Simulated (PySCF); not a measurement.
# MS cations for M along the alkali metals

HF with double-zeta basis sets in PySCF, for the lowest determinant that a PBE0 search found; no spin–orbit coupling. De refers to high-spin ground-configuration atoms (the charge goes to the atom of lower measured ionisation energy or higher electron affinity, which is not always the lowest computed limit). A positive dipole points towards S; it is taken about the centre of mass and depends on that origin.

| M | basis | reference | charged atom | state (unpaired electrons) | Re (Å) | ωe (cm⁻¹) | De (eV) | μ (D) |
| --- | --- | --- | --- | --- | --- | --- | --- | --- |
| Li | def2-SVP | UHF | Li+ | triplet (π ↑↑) | 2.545 | 312 | 0.80 | -8.41 |
| K | def2-SVP | UHF | K+ | triplet (π ↑↑) | 3.496 | 101 | 0.35 | -6.53 |
| Rb | def2-SVPD | UHF | Rb+ | triplet (π ↑↑) | 3.672 | 81.7 | 0.25 | -3.67 |
| Cs | def2-SVP | UHF | Cs+ | triplet (π ↑↑) | 3.883 | 74.5 | 0.25 | -2.64 |

Task: The row for M = Na is missing. Estimate Re, ωe and De as the mean of the rows for Li and K, and compare with the calculation.

Result: The means are 3.021 Å, 206 cm⁻¹ and 0.57 eV. UHF in def2-SVP gives NaS⁺ as a triplet (π ↑↑) with Re = 2.962 Å, ωe = 159 cm⁻¹, De = 0.53 eV, so the estimate is off by +5.9 pm, +30 % and +0.04 eV.

The rows differ in basis set, which adds steps of its own.

Spin–orbit coupling is left out, which matters for elements this heavy, above all for dissociation energies. For an ion De counts to the pair picked by the measured ionisation energies or electron affinities, which need not be the lowest pair at this level. Hartree–Fock leaves out correlation, which carries a large part of most bond energies and some tenths to 1 eV of ionisation energies. States were picked by a PBE0 search and need not be the measured ground states.
